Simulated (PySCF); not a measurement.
A GIAO shielding run with PySCF 2.14 (density fitting, non-relativistic, gas phase) on SMILES C(C=C)#C[SiH-]NC, [C$_{5}$H$_{8}$NSi]-:

```
$ OMP_NUM_THREADS=1 python probes_run.py task.json out

{"job": {"kind": "nmr", "xc": "PBE0", "basis": "pcSseg-1"}, "charge": -1, "multiplicity": 1}
C     -1.266084    -2.917789    -1.335667
C     -1.854147    -1.696714    -1.378417
C     -1.331476    -0.513972    -0.885039
C     -0.845347     0.587489    -0.619492
Si    -0.439241     1.994463     0.469904
N      1.297883     2.123952     0.780330
C      1.893868     1.055755     1.513272
H     -0.297361    -3.063936    -0.884123
H     -1.740706    -3.792019    -1.757867
H     -2.837552    -1.617000    -1.848184
H     -0.604735     3.220765    -0.372564
H      1.862428     2.341020    -0.036917
H      1.943672     0.099179     0.960873
H      2.919543     1.308372     1.826187
H      1.294842     0.878426     2.409066
```

Hardware: 1 thread of an Intel Xeon, shared host. The job also computes population analyses, field gradients.

(1) How large is the calculation?

(2) How long does it take, and how much memory does it need?

Answers

(1) 60 electrons, 166 basis functions and 876 auxiliary functions.

(2) 34 s of wall time, with 15 SCF cycles and 5 response iterations; peak memory 0.82 GiB. Times on a shared host scatter by some tens of per cent.
